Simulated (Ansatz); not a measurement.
Coupled-cluster diagnostics for the cluster Hg₂O₃⁻ (the lowest doublet isomer of a short search), Ansatz.

Geometry of the doublet (PBE0-D4/def2-SVPD):

| atom | x (Å) | y (Å) | z (Å) |
| --- | --- | --- | --- |
| Hg1 | 0.489 | -3.556 | 1.352 |
| Hg2 | -0.290 | 0.153 | -0.199 |
| O3 | -0.648 | -1.439 | 0.794 |
| O4 | 0.349 | 2.946 | -0.613 |
| O5 | 0.101 | 1.896 | -1.334 |

In the def2 sets Hg takes a core potential; there is no spin–orbit coupling. Correlated methods freeze 3 core orbitals; core or outer-core shells of Hg are correlated, in sets that lack core-valence functions. The structure holds 1 bond(s) between oxygen atoms. Another isomer (doublet) lies 0.02 eV lower at PBE-D4/def2-TZVPD; other spin states weren't run for this one.

Problem. Estimate the CCSD(T) correlation energy, the shares of MP2 and (T), T1 and the reference's ⟨S²⟩ for: charge -1, doublet, own geometry in def2-SVPD; and the rough time on 4 threads of Arm Neoverse V1 on a shared host.

Solution. 
```tsv
state	basis	correlation (eV)	MP2 share (%)	(T) share (%)	T1	⟨S²⟩ (pure)	wall time
charge -1, doublet, own geometry	def2-SVPD	-37.026	100.7	3.4	0.028	0.77 (0.75)	5.7 min
```
Customary marks for T1 are 0.02 (closed shells), 0.045 (open shells) and about 0.05 (3d metals). T1 exceeds 0.02 in 1 of 1 rows and 0.045 in 0; the higher it lies, the less the single-reference result can be trusted.
